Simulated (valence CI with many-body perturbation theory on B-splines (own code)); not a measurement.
Values are calculated unless marked as measured or tabulated.
Kr VI in three bases

Method: valence CI with perturbative core correlation (CI+MBPT): three valence electrons over a frozen Dirac-Fock core [Ar] 3d10, a basis of 9 s, 9 p, 8 d, 6 f, 3 g, 1 h functions for each j, with the one-electron correlation potential Σ1, the two-electron term Σ2, the three-electron term Σ3, Breit, model QED; selected CI, second order for the rest, scaled by the run's own slope (own B-spline code, finite nucleus).

Set against measurement, 28 paired levels are off by 165 cm⁻¹ on average, the worst by 311. These come from a selection out of Saloman, J. Phys. Chem. Ref. Data 36, 215 (2007). Levels without a partner in it may be off by more.

The reference run has the lowest level 4s²4p ²P°_1/2 and an ionisation energy of 78.4168 eV. Its largest variational space holds 10935 state functions.

Changed runs:
A. basis 6 s, 6 p, 5 d, 3 f, 1 g
B. basis 5 s, 5 p, 4 d, 2 f

Excitation energies of the reference run in cm⁻¹, and shifts in cm⁻¹:

| Level | Reference | A | B |
| --- | --- | --- | --- |
| 4s²4p ²P°_3/2 | 8103 | -2.6 | -5.6 |
| 4s4p² ⁴P_1/2 | 107623 | -100 | -282 |
| 4s4p² ⁴P_3/2 | 110977 | -102 | -289 |
| 4s4p² ⁴P_5/2 | 115264 | -100 | -283 |
| 4s4p² ²D_3/2 | 141540 | +5.6 | +73 |
| 4s4p² ²D_5/2 | 142593 | +4.0 | +68 |
| 4s4p² ²S_1/2 | 170079 | +119 | +430 |
| 4s4p² ²P_1/2 | 180421 | +95 | +346 |
| 4s4p² ²P_3/2 | 183929 | +85 | +312 |
| 4s²4d ²D_3/2 | 222134 | +125 | +636 |
| 4s²4d ²D_5/2 | 223057 | +123 | +633 |
| 4s²5s ²S_1/2 | 275484 | -60 | -196 |
| Ionisation energy (eV) | 78.4168 | -0.0119 | -0.0363 |
